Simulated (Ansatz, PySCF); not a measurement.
chlorosilylboronic acid (BClH4O2Si), SMILES OB(O)[SiH2]Cl.

Coordinates come from a B3LYP-D3(BJ)/def2-SVP optimisation. The values are those of a single conformer.

Vertical ionisation energy (IE) and electron affinity (EA) in eV. Rows of orbital energies are one-electron estimates. Where ΔSCF, EOM or ADC give a negative EA the extra electron is unbound and the value depends on the basis.

| level | IE | EA |
|---|---|---|
| −ε(HOMO), −ε(LUMO), ωB97X/def2-TZVP (PySCF) | 10.59 | -1.38 |
| −ε(HOMO), −ε(LUMO), PBE/def2-TZVP (PySCF) | 6.87 | 1.51 |
| ΔSCF, PBE0/def2-SVPD (Ansatz), final states of multiplicity 2 and 2 | [?] | [?] |
| ΔSCF, PBE/def2-SVPD (Ansatz), final states of multiplicity 2 and 2 | 9.94 | -0.40 |

**Question.** Some entries are withheld; supply them. (The exact figures need the calculation; the answer reports its results.)

**Answer.** 
- ΔSCF, PBE0/def2-SVPD (Ansatz, a program for electronic structure), final states of multiplicity 2 and 2, IE: 10.38
- ΔSCF, PBE0/def2-SVPD (Ansatz), final states of multiplicity 2 and 2, EA: -0.52

**Question.** What vertical singlet–triplet gap does ΔSCF give with PBE0/def2-SVPD (Ansatz) and with PBE/def2-SVPD (Ansatz)? (The exact figures need the calculation; the answer reports its results.)

**Answer.** 5.31 and 5.02 eV (triplet above singlet where positive).
